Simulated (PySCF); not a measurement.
GaH2O2, SMILES [OH][Ga][OH], multiplicity 2. Geometry: B3LYP-D3(BJ)/def2-TZVP. One conformer was computed; it need not be the lowest.

Method: B3LYP-D3(BJ)/def2-TZVP (PySCF).

Harmonic wavenumbers (cm⁻¹): 181, 271, 324, 613, 647, 773, 828, 3831, 3831. Rotational constants (GHz): 22.86, 6.030, 4.772; symmetry number 2.

Question: Work out the zero-point energy and the ideal-gas rigid-rotor harmonic-oscillator thermochemistry at 298.15 K and 1 atm.

Answer: ZPE = ½ Σ hcν = ½ × 11299 cm⁻¹ = 67.58 kJ/mol. H − E(el) = 82.45 kJ/mol. Entropy in J/(mol K): translation 166.64, rotation 93.42, vibration 26.84, spin 5.76, total 292.66. G − E(el) = -4.81 kJ/mol. Cp = 68.65 J/(mol K).
